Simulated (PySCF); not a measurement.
C3H7O, charge -1, singlet, geometry from GFN2-xTB; MP2/def2-SVP (PySCF).

Here is a job for PySCF.
```python
from pyscf import gto, scf, mp

mol = gto.Mole()
mol.atom = '''
    O     0.07243737    1.40320982   -0.19733602
    C    -0.00374291    0.03902709    0.51456769
    H     0.67877388    1.90342080    0.35574421
    C    -1.29548155   -0.57666788   -0.04347091
    C     1.16825520   -0.77939168   -0.07495182
    H    -1.32161314   -0.69032542   -1.14781489
    H     1.15603930   -0.89633139   -1.17974156
    H    -2.15685030    0.03773779    0.23654104
    H     2.12944108   -0.31822607    0.18678398
    H    -1.44057069   -1.57307732    0.39121968
    H     1.16109647   -1.78668206    0.35908608
'''
mol.basis = 'def2-svp'
mol.charge = -1
mol.verbose = 4
mol.build()

mf = scf.RHF(mol)
mf.kernel()

pt = mp.MP2(mf)
pt.kernel()
print('E(MP2) = %.10f' % pt.e_tot)
```

What the program printed (banner, timings and long lists left out):

```
PySCF version 2.14.0

[INPUT] verbose = 4
[INPUT] num. atoms = 11
[INPUT] num. electrons = 34
[INPUT] charge = -1
[INPUT] spin (= nelec alpha-beta = 2S) = 0
[INPUT] symmetry False subgroup None
[INPUT] Mole.unit = angstrom
[INPUT] Symbol           X                Y                Z      unit          X                Y                Z       unit  Magmom
[INPUT]  1 O      0.072437370000   1.403209820000  -0.197336020000 AA    0.136886790484   2.651682255100  -0.372911032312 Bohr   0.0
[INPUT]  2 C     -0.003742910000   0.039027090000   0.514567690000 AA   -0.007073074809   0.073750511539   0.972392006650 Bohr   0.0
[INPUT]  3 H      0.678773880000   1.903420800000   0.355744210000 AA    1.282696733708   3.596944011801   0.672259127300 Bohr   0.0
[INPUT]  4 C     -1.295481550000  -0.576667880000  -0.043470910000 AA   -2.448105328927  -1.089744358034  -0.082148114286 Bohr   0.0
[INPUT]  5 C      1.168255200000  -0.779391680000  -0.074951820000 AA    2.207682371599  -1.472836818965  -0.141638412338 Bohr   0.0
[INPUT]  6 H     -1.321613140000  -0.690325420000  -1.147814890000 AA   -2.497486877226  -1.304525980625  -2.169055783798 Bohr   0.0
[INPUT]  7 H      1.156039300000  -0.896331390000  -1.179741560000 AA    2.184597666234  -1.693820843951  -2.229388446167 Bohr   0.0
[INPUT]  8 H     -2.156850300000   0.037737790000   0.236541040000 AA   -4.075856358686   0.071314087646   0.446997782820 Bohr   0.0
[INPUT]  9 H      2.129441080000  -0.318226070000   0.186783980000 AA    4.024060439598  -0.601360117997   0.352970566656 Bohr   0.0
[INPUT] 10 H     -1.440570690000  -1.573077320000   0.391219680000 AA   -2.722284067176  -2.972685307565   0.739298049740 Bohr   0.0
[INPUT] 11 H      1.161096470000  -1.786682060000   0.359086080000 AA    2.194154332499  -3.376339765074   0.678574346344 Bohr   0.0

nuclear repulsion = 123.370989497358
number of shells = 45
number of NR pGTOs = 145
number of NR cGTOs = 91
basis = def2-svp
ecp = {}

******** <class 'pyscf.scf.hf.RHF'> ********
method = RHF
initial guess = minao
damping factor = 0
level_shift factor = 0
DIIS = <class 'pyscf.scf.diis.CDIIS'>
diis_start_cycle = 1
diis_space = 8
diis_damp = 0
SCF conv_tol = 1e-09
SCF conv_tol_grad = None
SCF max_cycles = 50
direct_scf = True
direct_scf_tol = 1e-13
Set gradient conv threshold to 3.16228e-05
Initial guess from minao.
init E= -192.390606054169
  HOMO = -0.13154784402544  LUMO = 0.115022751392865  gap/eV = 6.70953
cycle= 1 E= -192.183242009079  delta_E= 0.207  |g|= 0.581  |ddm|= 3.18
  HOMO = 0.0267242221543942  LUMO = 0.355846733819723  gap/eV = 8.95588
cycle= 2 E= -192.24929682698  delta_E= -0.0661  |g|= 0.332  |ddm|= 1.05
  HOMO = -0.0213490791169386  LUMO = 0.35598953022487  gap/eV = 10.26791
cycle= 3 E= -192.270663318447  delta_E= -0.0214  |g|= 0.0576  |ddm|= 0.453
  HOMO = -0.0307654653980745  LUMO = 0.357140272919421  gap/eV = 10.55545
cycle= 4 E= -192.272077436669  delta_E= -0.00141  |g|= 0.0158  |ddm|= 0.173
  HOMO = -0.0263606540365444  LUMO = 0.357763239680614  gap/eV = 10.45254
cycle= 5 E= -192.272188907099  delta_E= -0.000111  |g|= 0.00531  |ddm|= 0.05
  HOMO = -0.0278453499739548  LUMO = 0.357572131625368  gap/eV = 10.48774
cycle= 6 E= -192.272210649766  delta_E= -2.17e-05  |g|= 0.00181  |ddm|= 0.0392
  HOMO = -0.0276748118004111  LUMO = 0.357602913573142  gap/eV = 10.48394
cycle= 7 E= -192.272213788547  delta_E= -3.14e-06  |g|= 0.000431  |ddm|= 0.0157
  HOMO = -0.0277318667600106  LUMO = 0.357606285614328  gap/eV = 10.48559
cycle= 8 E= -192.272213990766  delta_E= -2.02e-07  |g|= 0.00013  |ddm|= 0.00273
  HOMO = -0.0277236251067734  LUMO = 0.357600929365029  gap/eV = 10.48522
cycle= 9 E= -192.272214008115  delta_E= -1.73e-08  |g|= 5.46e-05  |ddm|= 0.000636
  HOMO = -0.0277236426385024  LUMO = 0.357603795975133  gap/eV = 10.48529
cycle= 10 E= -192.272214010786  delta_E= -2.67e-09  |g|= 1.56e-05  |ddm|= 0.000338
  HOMO = -0.0277224512231751  LUMO = 0.357603686211668  gap/eV = 10.48526
cycle= 11 E= -192.272214011028  delta_E= -2.42e-10  |g|= 3.35e-06  |ddm|= 0.000115
  HOMO = -0.0277226868944194  LUMO = 0.357603628311443  gap/eV = 10.48526
Extra cycle  E= -192.272214011033  delta_E= -5.46e-12  |g|= 1.62e-06  |ddm|= 1.01e-05
converged SCF energy = -192.272214011033

******** <class 'pyscf.mp.mp2.RMP2'> ********
nocc = 17, nmo = 91
E(RMP2) = -192.91385471493  E_corr = -0.641640703897012
E(SCS-RMP2) = -192.909496137344  E_corr = -0.637282126310404
E_corr(same-spin) = -0.153100059653089
E_corr(oppo-spin) = -0.488540644243923
E(MP2) = -192.9138547149
```
